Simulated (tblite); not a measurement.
Compound: (GeH3)2PPF2, F₂Ge₂H₆P₂.
Numbering: `[F:1][P:2]([F:3])[P:4]([GeH3:5])[GeH3:6]` (hydrogens: H7, H8, H9 on Ge5; H10, H11, H12 on Ge6)

Computed with GFN2-xTB (tblite), gas phase: L-BFGS steps from a force-field or distance-geometry start until the largest atomic force falls under 0.01 eV/Å.

At the end of the run (lengths in Å): P2–F3 1.617, P2–P4 2.175, F1–P2 1.617, Ge5–H7 1.500, P4–Ge6 2.313, P4–Ge5 2.314, Ge6–H11 1.499, P2–P4–Ge6 88.7°, P2–P4–Ge5 88.7°, Ge5–P4–Ge6 95.9°, F1–P2–F3 94.3°, F1–P2–P4–Ge5 179°, H10–Ge6–P4–P2 -44°, H7–Ge5–P4–P2 165°.

Task: These geometries were met on the way; a selection of coordinates is given. Order them by energy above the end point, lowest first.
A. P2–F3 1.695, P2–P4 2.275, F1–P2 1.712, Ge5–H7 1.492, P4–Ge6 2.333, P4–Ge5 2.360, Ge6–H11 1.493, P2–P4–Ge6 119.5°, P2–P4–Ge5 115.7°, Ge5–P4–Ge6 113.9°, F1–P2–F3 104.5°, F1–P2–P4–Ge5 -30°, H10–Ge6–P4–P2 -145°, H7–Ge5–P4–P2 -132°
B. P2–F3 1.623, P2–P4 2.231, F1–P2 1.625, Ge5–H7 1.506, P4–Ge6 2.338, P4–Ge5 2.332, Ge6–H11 1.498, P2–P4–Ge6 100.7°, P2–P4–Ge5 94.4°, Ge5–P4–Ge6 97.5°, F1–P2–F3 92.5°, F1–P2–P4–Ge5 -29°, H10–Ge6–P4–P2 -118°, H7–Ge5–P4–P2 -157°
C. P2–F3 1.627, P2–P4 2.207, F1–P2 1.631, Ge5–H7 1.519, P4–Ge6 2.324, P4–Ge5 2.307, Ge6–H11 1.524, P2–P4–Ge6 118.4°, P2–P4–Ge5 113.7°, Ge5–P4–Ge6 107.9°, F1–P2–F3 90.3°, F1–P2–P4–Ge5 -33°, H10–Ge6–P4–P2 -142°, H7–Ge5–P4–P2 -135°
D. P2–F3 1.631, P2–P4 2.209, F1–P2 1.643, Ge5–H7 1.526, P4–Ge6 2.341, P4–Ge5 2.316, Ge6–H11 1.529, P2–P4–Ge6 107.0°, P2–P4–Ge5 102.7°, Ge5–P4–Ge6 100.0°, F1–P2–F3 95.4°, F1–P2–P4–Ge5 -23°, H10–Ge6–P4–P2 -127°, H7–Ge5–P4–P2 -149°
E. P2–F3 1.721, P2–P4 2.156, F1–P2 1.701, Ge5–H7 1.571, P4–Ge6 2.247, P4–Ge5 2.249, Ge6–H11 1.559, P2–P4–Ge6 115.7°, P2–P4–Ge5 115.9°, Ge5–P4–Ge6 115.6°, F1–P2–F3 113.1°, F1–P2–P4–Ge5 -16°, H10–Ge6–P4–P2 -141°, H7–Ge5–P4–P2 -137°

Result: B (0.305 eV), D (0.493 eV), C (0.826 eV), A (1.340 eV), E (2.218 eV).

```csv
step,E above end (eV),"rms distance from the end, all atoms (Å)",largest force (eV/Å),rms shift of all bonds from the end (Å)
31,0.305,1.223,0.224,0.020
17,0.493,1.227,0.408,0.023
8,0.826,1.228,0.631,0.017
2,1.340,1.294,1.467,0.052
0,2.218,1.304,3.516,0.063
```

Rows stand in the order of the answer.
